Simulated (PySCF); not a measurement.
SbH: script and output

The script input.py:

```python
from pyscf import gto, scf, mp

mol = gto.M(
    atom='Sb 0 0 0; H 0 0 1.411',
    basis='jorge-dzp',
    charge=0,
    spin=2,
    symmetry=True,
    verbose=4,
)
mf = scf.UHF(mol)
mf.kernel()
mp.MP2(mf, frozen=18).kernel()
mf.dip_moment()
print('orbital energies (hartree):', [e[max(0, n-3):n+3].round(4) for e, n in zip(mf.mo_energy, mol.nelec)])
```

```bash
$ OMP_NUM_THREADS=1 python input.py
```

The log (some set-up lines and the per-cycle HOMO/LUMO lines with their warnings removed):

```
PySCF version 2.14.0

[INPUT] verbose = 4
[INPUT] num. atoms = 2
[INPUT] num. electrons = 52
[INPUT] charge = 0
[INPUT] spin (= nelec alpha-beta = 2S) = 2
[INPUT] symmetry True subgroup None
[INPUT] Mole.unit = angstrom
[INPUT] Symbol           X                Y                Z      unit          X                Y                Z       unit  Magmom
[INPUT]  1 Sb     0.000000000000   0.000000000000   0.000000000000 AA    0.000000000000   0.000000000000   0.000000000000 Bohr   0.0
[INPUT]  2 H      0.000000000000   0.000000000000   1.411000000000 AA    0.000000000000   0.000000000000   2.666403561761 Bohr   0.0

nuclear repulsion = 19.1268871416867
point group symmetry = Coov
symmetry origin: [0.         0.         0.05127699]
symmetry axis x: [1. 0. 0.]
symmetry axis y: [0. 1. 0.]
symmetry axis z: [0. 0. 1.]
num. orbitals of irrep A1 = 21
num. orbitals of irrep E1x = 11
num. orbitals of irrep E1y = 11
num. orbitals of irrep E2x = 4
num. orbitals of irrep E2y = 4
num. orbitals of irrep E3x = 1
num. orbitals of irrep E3y = 1
number of shells = 21
number of NR pGTOs = 118
number of NR cGTOs = 53
basis = jorge-dzp
ecp = {}

******** <class 'pyscf.scf.uhf_symm.SymAdaptedUHF'> ********
method = SymAdaptedUHF
initial guess = minao
damping factor = 0
level_shift factor = 0
DIIS = <class 'pyscf.scf.diis.CDIIS'>
diis_start_cycle = 1
diis_space = 8
diis_damp = 0
SCF conv_tol = 1e-09
SCF conv_tol_grad = None
SCF max_cycles = 50
direct_scf = True
direct_scf_tol = 1e-13
number electrons alpha = 27  beta = 25
Freeze 0 electrons in irreps []
    52 free electrons in irreps A1 E1x E1y E2x E2y E3x E3y
Set gradient conv threshold to 3.16228e-05
init E= -6267.30555976579

cycle= 1 E= -6304.26027259607  delta_E=  -37  |g|= 1.37  |ddm|= 2.35
cycle= 2 E= -6304.2999002291  delta_E= -0.0396  |g|= 0.0798  |ddm|= 0.924
cycle= 3 E= -6304.30128782606  delta_E= -0.00139  |g|= 0.0207  |ddm|= 0.126
cycle= 4 E= -6304.30144037117  delta_E= -0.000153  |g|= 0.00717  |ddm|= 0.0463
cycle= 5 E= -6304.30147063993  delta_E= -3.03e-05  |g|= 0.00235  |ddm|= 0.0192
cycle= 6 E= -6304.30147809035  delta_E= -7.45e-06  |g|= 0.000649  |ddm|= 0.0118
cycle= 7 E= -6304.30147877141  delta_E= -6.81e-07  |g|= 0.000244  |ddm|= 0.00206
cycle= 8 E= -6304.30147892681  delta_E= -1.55e-07  |g|= 7.91e-05  |ddm|= 0.0018
cycle= 9 E= -6304.30147894853  delta_E= -2.17e-08  |g|= 1.4e-05  |ddm|= 0.001
cycle= 10 E= -6304.30147894899  delta_E= -4.62e-10  |g|= 4.2e-06  |ddm|= 0.000106
Extra cycle  E= -6304.30147894903  delta_E= -3.82e-11  |g|= 2.12e-06  |ddm|= 1.18e-05
converged SCF energy = -6304.30147894903  <S^2> = 2.0117372  2S+1 = 3.0078146

******** <class 'pyscf.mp.ump2.UMP2'> ********
nocc = (np.int64(9), np.int64(7)), nmo = (35, 35)
frozen orbitals 18
E(UMP2) = -6304.67022618032  E_corr = -0.368747231292516
E(SCS-UMP2) = -6304.6245643484  E_corr = -0.323085399370019
E_corr(same-spin) = -0.137782244055
E_corr(oppo-spin) = -0.230964987237516
Dipole moment(X, Y, Z, Debye):  0.00000,  0.00000,  0.99940
orbital energies (hartree): [array([-0.433 , -0.3284, -0.3284,  0.1583,  0.2659,  0.2731]), array([-1.4894, -0.6731, -0.3845,  0.0302,  0.0302,  0.186 ])]
```

In short: E(SCF) = -6304.301479 Eh, 10 cycles, E(MP2) − E(SCF) = -0.36875 Eh, ⟨S²⟩ = 2.012, μz(SCF) = 1.00 D.

It ran on Arm Neoverse N1 (1 thread, shared host) in 1.9 s.

No relativity is included for the heavy element. The bond length is a typed value, not an optimised one. No search for the lowest solution was made.
